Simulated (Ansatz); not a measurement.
Job for Ansatz (an electronic-structure program): R-PBE0/def2-TZVPPD on N2 (SMILES N#N) with ghost functions, monomers drawn apart or pushed together. Files ending in .json are basis or fitting sets from the Basis Set Exchange.

Ansatz 0.2 input:
```yaml
crystal:
  periodic: [false, false, false]
  atoms:
    - {symbol: N, position_ang: [0.05697554, -0.38047982, 4.06115487]}
    - {symbol: N, position_ang: [-0.20738449, 0.67717807, 4.02559100]}
basis:
  gaussian:
    orbitals: def2-TZVPPD.json
    ghost_atoms:
      - {symbol: C, position_ang: [0.02467954, -0.04913245, -0.08080792]}
      - {symbol: H, position_ang: [0.96421579, 0.39517783, 0.24492148]}
      - {symbol: H, position_ang: [-0.07877942, -1.04060640, 0.35789737]}
      - {symbol: H, position_ang: [-0.80434320, 0.57914786, 0.24195607]}
      - {symbol: H, position_ang: [0.01840399, -0.12948199, -1.16684915]}
hamiltonian:
  xc: {name: PBE0}
scf: {lower_state_search: off}
```

It printed:

```
WARN ansatz: RAYON_NUM_THREADS=2 ignored (pool sized by the plan → 2); use --threads N
Functional definition: PBE0
these checks for a lower state are left out or cut short: stability, starts, cluster_reference, orbital_swaps, neighbouring_geometries, increment
integrals: 0.05 GiB planned
722 factors; their error is unknown
mean field: 0.56 GiB planned
mean field evaluation 1: about -2977.2302 eV, gradient 2.3e1 eV
mean field evaluation 2: about -2977.7516 eV, gradient 1.5e1 eV
mean field evaluation 4: about -2978.1855 eV, gradient 6.4e-2 eV
mean field evaluation 8: about -2978.2000 eV, gradient 5.6e-4 eV
mean field -2978.20002271 eV, -109.4468321382 hartree, gradient 1.7e-6 eV, S^2 0.000000; 0 other end points of the search recorded, 0 dependent functions left out
reference -2978.20004066 eV, -109.4468327976 hartree; 7, 7 occupied and 172, 172 virtual orbitals, 722 factors
Total energy: -2978.20004066 eV, -109.4468327976 hartree
Checks for a lower state left out: stability, starts, cluster_reference, orbital_swaps, neighbouring_geometries, increment
```

Self-consistency was reached.

Cost: roughly 1.4 core-seconds.
